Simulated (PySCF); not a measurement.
**Property card for `N#Cc1ccc([O-])s1`**

C₅H₂NOS (charge -1).
Bonds: N1–C2 (triple), C2–C3, C3–C4 (aromatic), C4–C5 (aromatic), C5–C6 (aromatic), C6–O7, C6–S8 (aromatic), C3–S8 (aromatic). Hydrogens: H9 on C4; H10 on C5.

Among its groups: nitrile and aromatic ring with sulfur.

From GFN2-xTB geometry:

```yaml
Point_group_of_the_GFN2-xTB_geometry: Cs
Rotational_constants_A_B_C_of_the_GFN2-xTB_geometry: 5.073, 1.211, 0.978 GHz
```

**PBE0/pcSseg-1 ground state and GIAO shieldings, non-relativistic (PySCF)**

```yaml
HOMO_energy: -1.12 eV
LUMO_energy: 3.55 eV
HOMO–LUMO_gap: 4.67 eV
Lowest_Hirshfeld_atomic_charge: -0.37 e on O7
Highest_Hirshfeld_atomic_charge: +0.05 e on C6
13C_chemical_shifts_computed_TMS_as_zero_by_class: 189.5 (C6), 144.5 (C4), 128.2 (C2), 95.5 (C5), 76.8 (C3) ppm
1H_chemical_shifts_computed_TMS_as_zero_by_class: 6.89 (H9), 4.62 (H10) ppm
Isotropic_shieldings_of_nuclei_other_than_C_and_H_by_class: -24 (N1), -46 (O7), 315 (S8) ppm
Mayer_bond_orders_between_heavy_atoms: N1–C2 2.99, C2–C3 1.13, C3–C4 1.39, C4–C5 1.38, C5–C6 1.26, C6–O7 1.81, C6–S8 0.94, S8–C3 1.03
```

Monoisotopic mass of the ion (most abundant isotopes, electron mass counted): 123.9863 u.

The rotational constants make it an asymmetric top with κ = (2B − A − C)/(A − C) = -0.89, nearer the prolate limit (−1). With B = h/(8π²I), that is 505.379 GHz u Å² over I, the principal moments of inertia are 99.6, 417.2 and 516.8 u Å² (most abundant isotopes).

Isolated species at its GFN2-xTB geometry, gas phase. No diffuse functions stand in pcSseg-1, which bears on an anion's orbital energies.

For the NMR shielding job (PBE0/pcSseg-1), hardware: an Arm Neoverse N1 with one thread (shared host). Cost: 25 s wall.
